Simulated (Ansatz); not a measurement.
Computed with Ansatz on PBE0-D4/def2-TZVP structures; ΔE is electronic, products minus reactants. CCSD(T)/CBS is the MP2 limit (def2-TZVPP, def2-QZVPP) plus CCSD(T) − MP2 in def2-TZVPP, frozen cores. This one scheme is used for every species. Functionals use def2-TZVPP. HSE06 is defined as in plane-wave codes. For Br outer-core shells are correlated without core-valence functions, which leaves a few kJ/mol of doubt a bond. Scalar relativity is left out up to krypton. Each species was taken in one conformer, which may not be the lowest.

Consider the ligand exchange at the Al–Br bond: `[NH2][AlH][Br]` + `BO` → `B[O][AlH][NH2]` + HBr.

`[NH2][AlH][Br]`:

```xyz
6

N    -0.706   -0.450    0.555
Al    0.612    0.163   -0.430
Br    0.602    2.367   -0.923
H    -0.804   -1.413    0.836
H    -1.464    0.106    0.915
H     1.759   -0.773   -0.954
```

`BO`:

```xyz
5

B     0.265    0.312    0.098
O    -0.790   -0.266   -0.511
H     0.457    1.469   -0.139
H     0.967   -0.321    0.839
H    -0.900   -1.194   -0.287
```

`B[O][AlH][NH2]`:

Cartesian coordinates in Å:
```
B 0.819 0.647 1.903
O 0.319 -0.007 0.858
Al -0.321 -0.852 -0.455
N -0.698 0.051 -1.916
H 2.013 0.764 2.019
H 0.074 1.119 2.726
H -0.560 -2.400 -0.342
H -0.566 1.041 -2.043
H -1.081 -0.363 -2.750
```

HBr:

Cartesian coordinates in Å:
```
Br 0.562 -0.314 0.301
H -0.562 0.314 -0.301
```

CCSD(T)/CBS gives +0.35 eV.

Problem. Another level gave +0.36 eV. Which?
A. SCS-MP2/def2-TZVPP
B. BLYP-D4/def2-TZVPP
C. r2SCAN0-D4/def2-TZVPP
D. HSE06/def2-TZVPP

Solution. C. r2SCAN0-D4 0.36, HSE06 0.41, BLYP-D4 0.25, SCS-MP2/def2-TZVPP 0.31 eV.

Largest T1 diagnostic among the species: 0.014.

Leaving LDA and LC-ωPBE aside and taking each functional with its dispersion term where it has one, the values, not all of them listed here, spread over 0.16 eV, from CAM-B3LYP-D4 to HSE06-D4. LDA lies −0.05 eV from PBE without D4.
